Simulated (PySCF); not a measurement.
# How methods differ on the excitation energy of C²⁺

C²⁺ [He] 2s2 (1S) → C²⁺ [He] 2s1 2p1, s spin flipped, as a difference of total energies. All numbers are calculated (PySCF 2.14, the spin-free X2C one-electron Hamiltonian (Gaussian nucleus), in aug-cc-pVTZ-DK). Correlated levels: valence: 1s2 frozen. The calculations carry no spin-orbit coupling.

```tsv
method	excitation energy (eV)
UHF	8.477
MP2 (valence)	8.675
SCS-MP2 (valence)	8.714
```

Q: How much does correlation contribute at MP2 (valence)?

A: 8.675 − (8.477) = 0.198 eV, measured against UHF.

The upper determinant mixes two multiplicities, so it lies between the two terms.

The coupled-cluster amplitudes are large for the lower state and of the upper state (T1 above 0.03 or a double amplitude above 0.15), so a single reference is strained.
